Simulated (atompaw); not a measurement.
**PBE PAW (atompaw) dataset for Al, scalar-relativistic all-electron reference.**

```
Element                 : aluminium
Generator               : atompaw 4.2.0.5
Type                    : PAW
Functional              : PBE
Relativity              : scalar-relativistic
Frozen core             : [Ne]
Valence charge          : 3
Reference configuration : 3s2 3p1
Partial waves           : 3s (bound): rc 2.50 bohr; 3s channel at -0.25 Ry: rc 2.50 bohr; 3p (bound): rc 2.50 bohr; 3p channel at 2.75 Ry: rc 2.50 bohr
Local potential         : bessel scheme, radius 1.75 bohr
Core correction         : smooth core density matched at 1.65 bohr
Augmentation charge     : sinc compensation charge, radius 2.45 bohr; PAW radius 2.50 bohr; waves and projectors: custom rrkj gramschmidtortho
```

All-electron outer shells of the reference configuration (PBE, scalar-relativistic, ld1.x):

| shell | level (eV) | outermost node (bohr) | outermost maximum (bohr) |
| --- | --- | --- | --- |
| 2s | -108.17 | 0.16 | 0.50 |
| 2p | -69.64 | – | 0.43 |
| 3s | -7.75 | 0.80 | 2.09 |
| 3p | -2.71 | 0.82 | 2.64 |

Problem. Estimate the cutoffs (Ry, on a coarse ladder) from which the occupation-weighted sum of valence levels, in a spherical-Bessel basis at the reference potential, stays within 10 and 1 mRy of its value at 400 Ry.

Solution. 6 Ry and 8 Ry.

Problem. What does a ghost test show?

Solution. No extra level below or beside the all-electron valence levels (s, p, d, f tested).

Problem. Is the overlap operator S = 1 + Σ q|β⟩⟨β| positive definite (Bessel basis up to 400 Ry)?

Solution. Yes: its lowest eigenvalue is 0.47 (s channel).
